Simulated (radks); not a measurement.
All-electron atom: In XLIII in [He] 2s2 2p3.

Calculated with a radial shooting solver on a logarithmic mesh with Libxc functionals: scalar-relativistic Kohn-Sham, BLYP, spin-polarised, spherical densities, finite nucleus; open shells are filled with parallel spins first (spin-orbit coupling, left out, can overturn this in heavy ions); Fermi nuclear charge, rms radius 4.6156 fm.

Energy parts (hartree):
total: -3809.42971
kinetic: 4028.34492
electron-nucleus: -8048.36386
Hartree: 274.03420
exchange-correlation: -63.44498

Orbitals (lengths in bohr, moments of r in powers of bohr):
| orbital | occ. | eigenvalue (hartree) | <r^4> | <r^2> |
|---|---|---|---|---|
| 1s up | 1 | -1144.318 | 3.667e-06 | 0.001188 |
| 1s down | 1 | -1143.080 | 3.650e-06 | 0.001186 |
| 2s up | 1 | -261.1427 | 0.0005303 | 0.01781 |
| 2s down | 1 | -259.0519 | 0.0005384 | 0.01793 |
| 2p up | 3 | -248.6078 | 0.0003593 | 0.01370 |
| 2p down | 0 | -246.0850 | 0.0003670 | 0.01383 |
| 3s up | 0 | -110.3550 | 0.01358 | 0.09689 |
| 3s down | 0 | -109.9391 | 0.01392 | 0.09818 |
| 3p up | 0 | -106.4064 | 0.01210 | 0.08979 |
| 3p down | 0 | -105.8901 | 0.01247 | 0.09122 |

The highest occupied level is 2p up at -6765.0 eV. The density falls to 0.001 e/bohr^3 at r = 0.45 bohr. Spin moment in Bohr magnetons: 3. For comparison, the ionisation energy in NIST's Atomic Spectra Database is 6770 eV (semi-empirical). In exact Kohn-Sham theory the highest level is minus the ionisation energy, but local and semilocal functionals leave it too shallow, through self-interaction and a potential that decays too fast; potentials with the right tail come closer.
